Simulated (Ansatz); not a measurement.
Born–Oppenheimer molecular dynamics of C2H5FOSi (10 atoms, charge 0, multiplicity 1). It starts at the highest image of a converged band. Of that band: Neighbouring images differ by up to 1.4 eV, so the band resolves the path poorly. A vibrational analysis at the climbing image gives one clearly imaginary mode, 908i cm⁻¹: a first-order saddle point.

Method: RKS B3LYP-D4/STO-3G in Ansatz.

| Property | Result |
| --- | --- |
| ensemble | NVE (velocity Verlet) |
| time step | 0.5 fs |
| steps asked | 200 |
| starting velocities drawn for | 100 K |
| seed | 11163 |

First frame:

```xyz
10
Properties=species:S:1:pos:R:3
F -1.617 0.505 1.905
Si -0.357 0.948 0.947
C -0.314 -0.183 -0.571
C 0.281 -1.608 -0.554
O 1.084 -0.175 -1.167
H -0.524 2.331 0.537
H 0.897 0.790 1.657
H -1.089 0.021 -1.338
H 0.936 -0.969 -1.872
H 0.786 -1.711 0.457
```

(1) What does the run give?

(2) What happens to the structure?

(3) How do temperature and energy run in time?

Results:

(1) All steps were run.

```
steps done                                               : 200
time covered                                             : 100 fs
mean temperature over the second half                    : 1891 K
spread of the potential energy over the second half      : 68.1 meV per atom
mean potential energy of the second half above the start : -185.7 meV per atom
```

The conserved energy stayed within 2.6 meV per atom of its start (net change 0.68 meV per atom), so there is no drift, though single steps change it by up to 22 meV in the whole system, a sign of fast motions only just resolved. The system heated up, since it started high on the potential surface and ran downhill. A run of 0.1 ps of so small a system gives no equilibrium averages. The orbitals stay closed-shell, which can raise the energy where a bond breaks towards radicals; this wasn't checked here. Limits of this set-up: minimal basis.

(2) The step under study would form O5–H9 and break C4–H9. These pairs go: O5–H9 1.07 → 2.25 Å, C4–H9 1.61 → 1.24 Å. In the last frame they stand as before the step (other bonds may differ from the relaxed reactants and products). These pairs come and go: their bonding changes 9 times, last at 71 of 100 fs, so the outcome isn't settled. It ends as one piece, C2H5FOSi. Pairs count as bonded within 1.25 times the sum of covalent radii (0.12 Å more for H–H). The details hang on the random start.

(3) 
```tsv
time (fs)	T (K)	potential energy less start (eV)	conserved less start (meV/atom)
0.0	100	0.000	0.00
3.0	73	0.029	0.04
6.0	67	0.035	0.03
9.0	97	0.003	0.04
12.0	261	-0.166	0.10
15.0	882	-0.808	0.15
18.0	2324	-2.302	-0.28
21.0	2645	-2.637	-0.53
24.0	1793	-1.751	-0.06
27.0	2032	-2.000	-0.27
30.0	1847	-1.810	-0.30
33.0	1162	-1.103	-0.49
36.0	625	-0.539	0.31
39.0	2321	-2.301	-0.43
42.0	3553	-3.582	-1.14
45.0	1588	-1.538	0.09
48.0	757	-0.675	0.42
51.0	2273	-2.273	-2.57
54.0	2296	-2.295	-2.45
57.0	1187	-1.123	0.08
60.0	2087	-2.060	-0.48
63.0	2517	-2.508	-0.92
66.0	1496	-1.451	-0.77
69.0	613	-0.526	0.51
72.0	2577	-2.570	-0.92
75.0	2717	-2.705	0.17
78.0	2028	-2.002	-0.80
81.0	1322	-1.269	-0.48
84.0	1288	-1.228	0.10
87.0	1972	-1.946	-1.05
90.0	1606	-1.553	0.49
93.0	2965	-2.973	-0.98
96.0	2296	-2.271	-0.03
99.0	1190	-1.131	-0.34
```

Time of the run: 5.7 min on 1 thread of Arm Neoverse V2, with other jobs on the host, peak memory 0.093 GiB.
